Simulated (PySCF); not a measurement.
**Zn²³⁺ (zinc, charge +23) across methods**

[He] 2s2 2p3, high-spin 4S determinant. Computed with PySCF 2.14 in an even-tempered Gaussian basis (19 s from 6 bohr⁻², ratio 2.2; 11 p from 7.8 bohr⁻², ratio 2.2; 6 d from 33 bohr⁻², ratio 2.4; 5 f from 49 bohr⁻², ratio 2.4; 4 g from 73 bohr⁻², ratio 2.4), with the spin-free X2C one-electron Hamiltonian (Gaussian nucleus).

| method | E (hartree) | mean ε 2s α (eV) | mean ε 2s β (eV) | mean ε 2p α (eV) | Σ⟨r²⟩ (bohr²) | ⟨S²⟩ |
| --- | --- | --- | --- | --- | --- | --- |
| PBE0 | -1351.650 | -2308.2 | -2266.5 | -2188.6 | 0.2376 | 3.750 |
| r2SCAN | -1351.846 | -2300.1 | -2258.3 | -2180.3 | 0.2375 | 3.750 |
| PBE | -1351.576 | -2288.8 | -2256.0 | -2172.7 | 0.2378 | 3.750 |
| UHF | -1351.65290 | -2365.4 | -2295.7 | -2235.2 | 0.2373 | 3.750 |
| PW91 | -1351.778 | -2289.1 | -2256.5 | -2173.4 | 0.2377 | 3.750 |
| M06-L | -1351.942 | -2302.1 | -2259.9 | -2181.0 | 0.2371 | 3.750 |
| LDA | -1348.867 | -2285.0 | -2252.8 | -2171.0 | 0.2381 | 3.750 |
